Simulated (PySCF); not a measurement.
Dipole response of V (vanadium, neutral)

[Ar] 3d3 4s2, high-spin 4F determinant. All numbers are calculated (PySCF 2.14, no relativity, point nucleus, in aug-cc-pwCVTZ (10s9p7d4f3g, 127 functions)). Coupled (time-dependent) response in atomic units; α is the mean over directions.

```
method  mean α (bohr³)  C₆ (like pair)  S(−4)
   UHF           133.4            1459  45230
   PBE           93.53            1011   5001
```

S(−4) is the Cauchy moment in α(ω) = α(0) + S(−4) ω² + …

Reference α: 87 ± 10 bohr³ (recommended; Schwerdtfeger and Nagle, table of static dipole polarizabilities (2023 update)). Published C₆: 832.0 (Chu and Dalgarno (2004); Tang, Norbeck and Certain (1976)).

Hartree-Fock lies above the reference because it lacks correlation, which contracts the outer shell.

α(iu) at UHF:

| u (hartree) | α(iu) (bohr³) |
| --- | --- |
| 0 | 133.4 |
| 0.0500 | 101.7 |
| 0.100 | 72.90 |
| 0.200 | 36.79 |
| 0.300 | 21.43 |
| 0.500 | 10.33 |
| 0.750 | 5.863 |
| 1.00 | 3.986 |
| 1.50 | 2.333 |
| 2.00 | 1.576 |
| 3.00 | 0.8737 |
| 5.00 | 0.3892 |

A single London oscillator, α(iu) = α/(1 + u²/ω²), gives C₆ = (3/4) ω α². Matching the computed C₆ needs ω = 4 × 1459 / (3 × 133.4²) = 0.109 hartree.
